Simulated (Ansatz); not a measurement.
Program: Ansatz. Geometries: PBE0-D4/def2-TZVP. ΔE: electronic, gas phase. CCSD(T)/CBS is the MP2 limit (def2-TZVPP, def2-QZVPP) plus CCSD(T) − MP2 in def2-TZVPP, frozen cores. This one scheme is used for every species. DFT in def2-TZVPP. B3LYP here is the variant with VWN-RPA as its local correlation; programs differ in this. Each species was taken in one conformer, which may not be the lowest.

Reaction (substitution at a C–Si bond): `C[Si](Cl)(Cl)Cl` + `N=C(O)CO` → `COCC(=N)O` + `Cl[SiH](Cl)Cl`

`C[Si](Cl)(Cl)Cl`:

```xyz
8

C    -0.095    1.043    0.080
Si    0.071   -0.785   -0.061
Cl   -1.746   -1.689    0.131
Cl    0.853   -1.298   -1.872
Cl    1.303   -1.509    1.394
H    -0.755    1.419   -0.704
H    -0.515    1.305    1.054
H     0.884    1.515   -0.023
```

`N=C(O)CO`:

Cartesian coordinates in Å:
```
N 0.089 -0.755 -1.619
C 0.233 -0.091 -0.557
O 1.327 0.671 -0.380
C -0.706 0.043 0.613
O -0.053 0.055 1.853
H -0.770 -1.295 -1.607
H 1.882 0.548 -1.162
H -1.398 -0.800 0.615
H -1.295 0.960 0.458
H 0.690 0.663 1.787
```

`COCC(=N)O`:

Cartesian coordinates in Å:
```
C 0.966 0.448 -1.502
O 0.408 -0.745 -1.002
C 0.367 -0.787 0.391
C -0.829 -0.063 0.960
N -1.839 0.360 0.338
O -0.719 0.078 2.291
H 0.934 0.387 -2.590
H 2.010 0.556 -1.182
H 0.404 1.331 -1.177
H 1.279 -0.373 0.842
H 0.304 -1.836 0.693
H -1.751 0.139 -0.651
H -1.534 0.504 2.589
```

`Cl[SiH](Cl)Cl`:

```xyz
5

Cl   -0.224   -0.958   -1.736
Si    0.013    0.108   -0.025
Cl   -1.626   -0.125    1.150
Cl    1.656   -0.555    0.965
H     0.180    1.530   -0.354
```

Q: Is it downhill or uphill in electronic energy at CCSD(T)/CBS, and by how much? (An estimate is asked.)

A: Computed: Uphill: ΔE = +94.2 kJ/mol.

Q: What do these levels give: B3LYP-D4, ωB97M-V, r2SCAN, B3LYP, SCS-MP2/def2-TZVPP, MP2/def2-QZVPP? (An estimate is asked.)

A: Ansatz gave: B3LYP-D4 89.5, ωB97M-V 94.5, r2SCAN 93.7, B3LYP 86.1, SCS-MP2/def2-TZVPP 90.1, MP2/def2-QZVPP 99.3 kJ/mol.

Largest T1 diagnostic among the species: 0.013.

In def2-TZVPP, CCSD(T) changes the Hartree–Fock value by +9.9 kJ/mol (the triples alone add +0.6 kJ/mol) and MP2 by +16.6 kJ/mol. The D4 term adds +3.4 kJ/mol with B3LYP and +1.7 kJ/mol with PBE0; it sums over pairs of atoms, weighted by their polarisabilities, and B3LYP, whose exchange is more repulsive, gets the larger term.
